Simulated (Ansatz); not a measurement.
`C#C[SiH2][AlH2]` → `C#[C][AlH2]` + `[SiH2]` at 600 K and 1 bar (silylene formation by 1,1-elimination).

Computed with Ansatz on PBE0-D4/def2-TZVP structures; ΔE is electronic, products minus reactants. CBS: MP2 limit from def2 TZ/QZ plus the TZ coupled-cluster correction, frozen cores. This one scheme is used for every species.

```csv
species,CCSD(T)/CBS energy (Eh),H − E (kJ/mol),S (J/(mol·K))
`C#C[SiH2][AlH2]`,-610.12048,189.9,439.8
`C#[C][AlH2]`,-319.85078,123.6,332.0
`[SiH2]`,-290.19011,52.1,233.9
```

H − E and S are ideal-gas, rigid-rotor, harmonic terms from PBE0-D4/def2-TZVP. 1 Eh = 2625.50 kJ/mol, R = 8.31446 J/(mol·K).

By hand: ΔE, ΔH, ΔS and ΔG.

ΔE = (-319.85078) + (-290.19011) − (-610.12048) = 0.07959 Eh = 209.0 kJ/mol. Δ(H − E) = 123.6 + 52.1 − 189.9 = -14.2, so ΔH = 194.8 kJ/mol. ΔS = 332.0 + 233.9 − 439.8 = 126.1 J/(mol·K). ΔG = 194.8 − 600 × (126.1)/1000 = 119.1 kJ/mol.

By hand: the equilibrium constant, and the temperature at which ΔG would vanish if ΔH and ΔS stayed fixed.

log₁₀ K = −ΔG/(RT ln 10) = -10.4. ΔG = 0 at ΔH/ΔS = 1545 K.

The number of gas molecules changes by +1, which sets the sign of ΔS. A doubt of 5 kJ/mol in ΔE shifts log₁₀ K by 0.4 here. Modes under 60 cm⁻¹, often nearly free rotors, make the harmonic entropy too high. These are equilibria of isolated gas molecules and say nothing of rates. Largest T1 diagnostic: 0.014 (customary marks: 0.02 for closed shells, 0.045 for open ones).
